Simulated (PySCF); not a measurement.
C3H7ClO2Si.
Structure used (PBE0-D3(BJ)/def2-SVP), in Å, numbered top down from 1:
```
atom  x, y, z in Å
Cl1    2.7566    0.7120    1.4081
Si2    1.8194   -0.2297   -0.1739
O3     0.9233    0.8788   -1.0058
C4    -0.3725    1.2047   -0.5337
C5    -1.1877   -0.0425   -0.2190
C6    -0.5257   -0.9232    0.8322
O7     0.7635   -1.3483    0.4241
H8     2.8284   -0.8577   -1.0413
H9    -0.2901    1.8427    0.3674
H10   -0.8672    1.8047   -1.3128
H11   -1.3196   -0.6279   -1.1443
H12   -2.1918    0.2520    0.1273
H13   -1.1283   -1.8258    1.0160
H14   -0.4506   -0.3794    1.7936
```

Linear response at CAM-B3LYP/def2-SVPD (PySCF, frozen core in the response, non-relativistic).

Static isotropic polarisability: 75.79 au (11.23 Å³), principal values 70.0, 72.2, 85.2 au.

**Question.** What is the polarisability at 1064 nm and at the sodium D line?

**Answer.** 76.31 au at 1064 nm (+0.7 %), 77.51 au at 589.3 nm (+2.3 %). The rise at 589.3 nm is 3.33 times that at 1064 nm; a pure ω² law gives 3.26. The lowest singlet lies at 155 nm, shorter than both wavelengths.

**Question.** What is the isotropic C6 coefficient between two such molecules, C6 = (3/π)∫α(iω)² dω?

**Answer.** 2533 au (Eh·bohr⁶) by a ten-point quadrature over imaginary frequencies, which is 1510 eV·Å⁶ or 146 J·nm⁶/mol.

**Question.** Which effective excitation energy ω̄ makes London's formula C6 = (3/4)α²ω̄ exact here?

**Answer.** ω̄ = 4·C6/(3α²) = 0.588 Eh = 16.0 eV. A one-pole form α(ω) = α/(1 − ω²/ω̄²) fitted to the 1064 nm value gives 14.2 eV.

**Question.** The lowest 6 singlets have (eV, f): 8.02, 0.007; 8.19, 0.029; 8.30, 0.004; 8.32, 0.007; 8.41, 0.019; 8.51, 0.000. What share of the static polarisability do they carry in the sum over states α = Σ f/ω²?

**Answer.** 0.71 au, 0.9 % of α; the largest term, 0.31 au, is that of the state at 8.19 eV. Their oscillator strengths add up to 0.07. Higher states carry the rest.

**Question.** What three-body coefficient follows from the one-pole estimate C9 = (3/4)·α·C6?

**Answer.** 144000 au. This is an estimate from the two numbers above, not a computed integral.

**Question.** What molar refraction at the D line follows from R = (4π/3)·N_A·α′, with α′ the polarisability volume?

**Answer.** α′ = 11.49 Å³ gives R = 28.97 cm³/mol, for isolated, non-vibrating species.

One conformer stands for the species.
